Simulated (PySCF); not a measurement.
NMR data simulated for an unnamed compound:

¹H NMR (400 MHz, computed): δ 5.30 (s, 3H), 4.71 (m, 1H), 4.57 (m, 1H), 4.48 (m, 1H), 4.48 (m, 1H), 4.39 (m, 1H), 4.07 (m, 1H), 3.63 (m, 1H), 0.09 (m, 1H), -0.30 (m, 1H).

¹³C{¹H} NMR (computed): δ 53.9 (CH2), -7.7 (CH2).

Computational details: σ from GIAO-PBE0/pcSseg-1, GFN2-xTB structure, in PySCF (a single conformation, gas phase, relativity neglected, averaged over atoms made equivalent by symmetry, fast rotation or ring inversion).

Referencing at the same level of theory: TMS for ¹H (σref 31.72) and ¹³C (σref 186.93).

Question: Which of these does the molecule contain: a C≡C triple bond, a three-membered ring, a nitrile, a Si–H bond?

Answer: 
- A C≡C triple bond: no.
- A three-membered ring: no.
- A nitrile: no.
- A Si–H bond: yes (δH 5.30 (s)).

The data belong to SMILES [SiH3]O[Si@@H]1C[SiH2][SiH2]CO1, C₂H₁₂O₂Si₄; they needn't prove each group on their own.

Carbon signals by region: 1 at 50–100 ppm, 1 below 50 ppm.

Shifts are as computed. Against solution values, carbons near 30 ppm lie about +3 ppm off and those near 130 ppm about +5 ppm. Of 1211 compounds with measured shifts, 218 miss one by over three times the rms of a fit or turn the order of signals round; such compounds aren't used in these exercises. Multiplicities follow the n + 1 count of equivalent neighbours, as no J values were calculated; m marks all less simple cases, F and P coupling included.
